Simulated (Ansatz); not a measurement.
Consider the substitution at a C–B bond: `OC(F)B(F)F` + `[OH][GeH3]` → `OC(F)[O][GeH3]` + `FBF`.

Isolated molecules relaxed with PBE0-D4/def2-TZVP in Ansatz; ΔE leaves out vibrations. CCSD(T)/CBS adds triple-zeta CCSD(T) − MP2 to the extrapolated MP2 energy (def2 sets, frozen cores). This one scheme is used for every species. For Ge outer-core shells are correlated without core-valence functions, which leaves a few kJ/mol of doubt a bond. Scalar relativity is left out up to krypton. One conformer a species, not always the lowest.

```
         species  CCSD(T)/CBS(def2) energy (Eh)
    `OC(F)B(F)F`                     -438.71406
    `[OH][GeH3]`                    -2153.69723
`OC(F)[O][GeH3]`                    -2367.32209
           `FBF`                     -225.09427
```

(1) Work out ΔE.

Largest T1 diagnostic among the species: 0.013.

## Answers

(1) ΔE = (-2367.32209) + (-225.09427) − (-438.71406) − (-2153.69723) = -0.00507 Eh = -13.3 kJ/mol.

The D4 term adds −3.3 kJ/mol with B3LYP and −1.8 kJ/mol with PBE0; it sums over pairs of atoms, weighted by their polarisabilities, and B3LYP, whose exchange is more repulsive, gets the larger term. In def2-TZVPP, CCSD(T) changes the Hartree–Fock value by +5.1 kJ/mol (the triples alone add −1.3 kJ/mol) and MP2 by +4.8 kJ/mol.

B3LYP here is the variant with VWN-RPA as its local correlation; programs differ in this.
